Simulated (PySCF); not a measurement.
A structure optimised at PBE-D3(BJ)/def2-SVP, used in a PySCF frequency run:

```
O
C 1 1.4259
H 2 1.1118 1 109.46
H 2 1.1118 3 107.98 1 -119.09
H 2 1.1121 3 108.08 4 -116.69
Ga 1 1.7773 2 121.09 3 120.91
F 6 1.7499 1 120.77 2 180.00
F 6 1.7602 7 118.37 1 180.00
```
Charge 0, spin multiplicity 1.

Write its SMILES, formula and point group.

C[O][Ga]([F])[F], CH3F2GaO, Cs

What are its rotational constants (standard atomic weights)?

5.7116, 2.5628, 1.7895 GHz
